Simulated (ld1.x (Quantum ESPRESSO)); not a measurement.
## What one change does to a pseudopotential (Zn (Z = 30), PAW)

ld1.x (Quantum ESPRESSO) 7.5 input, shortened:

```
&input
   title='Zn', zed=30., rel=1, dft='PZ', iswitch=3,
   config='[Ar] 3d10 4s0.5 4p0 4f-2'
 /
 &inputp
   pseudotype=3, lpaw=.true., tm=.true., lloc=-1, rcloc=1.35,
   nlcc=.true., new_core_ps=.true., rcore=1.00,
   which_augfun='PSQ', rmatch_augfun_nc=.true.
 /
8
4S  1  0   0.50   0.00  1.80  2.15  0.0
4S  1  0   0.00  -0.50  1.80  2.15  0.0
4P  2  1   0.00   0.00  2.70  2.90  0.0
4P  2  1   0.00  -0.20  2.70  2.90  0.0
3D  3  2  10.00   0.00  1.05  1.35  0.0
3D  3  2   0.00  -1.05  1.05  1.35  0.0
4F  4  3  -2.00   0.30  1.45  2.00  0.0
4F  4  3  -2.00   2.10  1.45  2.00  0.0
 &test
   configts(1)='3d10 4s0.5 4p0'
 /
```

Change: core correction Bessel-smoothed model core inside 1.48 bohr.

Cutoffs: the cutoffs (Ry, on a coarse ladder) from which the occupation-weighted sum of valence levels, in a spherical-Bessel basis at the reference potential, stays within 10 and 1 mRy of its value at 400 Ry; they do not see the model core or the augmentation charge, which bear on the density cutoff. Errors are all-electron minus pseudo energies relative to the spin-unpolarised reference configuration.

What does the change do?

The potential gets neither clearly harder nor softer (70 Ry and 110 Ry → 70 Ry and 110 Ry); the errors of the 9 common tests hardly move; neither file shows a bound ghost. A wider model core is smoother and lowers the density cutoff, which this test does not measure.

| quantity | base | changed |
| --- | --- | --- |
| cutoff, loose | 70 Ry | 70 Ry |
| cutoff, tight | 110 Ry | 110 Ry |
| bound ghosts | none | none |
| error for 3d10 4s2 4p0, meV [ΔE -18.46 eV] | +1.2 | +1.2 |
| error for 3d10 4s1 4p0, meV [ΔE -8.27 eV] | +0.5 | +0.5 |
| error for 3d10 4s0 4p0, meV [ΔE 10.50 eV] | -1.9 | -2.0 |
| error for 3d10 4s0 4p2, meV [ΔE -7.70 eV] | +0.4 | +0.4 |
| error for 3d9 4s2 4p0, meV [ΔE -0.25 eV] | -26 | -29 |
| error for 3d9 4s2 4p1, meV [ΔE -6.10 eV] | -34 | -37 |
| error for 3d10 4s0 4p1, meV [ΔE -1.84 eV] | +0.5 | +0.5 |
| error for 3d10 4s0.5 4p0 (spin-polarised), meV [ΔE -0.07 eV] | -0.2 | -0.2 |
| error for 3d10 4s1 4p0 (spin-polarised), meV [ΔE -8.52 eV] | 0.0 | 0.0 |
| s: phases at 3.13 bohr within 0.05 rad from the reference energy up to (Ry; the scan ends near 5) | n/a | n/a |
| p: phases at 3.13 bohr within 0.05 rad from the reference energy up to (Ry; the scan ends near 5) | 1.6 | 1.6 |
| d: phases at 3.13 bohr within 0.05 rad from the reference energy up to (Ry; the scan ends near 5) | to the end of the scan | to the end of the scan |
| f: phases at 3.13 bohr within 0.05 rad from the reference energy up to (Ry; the scan ends near 5) | to the end of the scan | to the end of the scan |
| lowest overlap eigenvalue by channel | s 0.30, p 0.49, d 1.00, f 0.51 | s 0.30, p 0.49, d 1.00, f 0.51 |
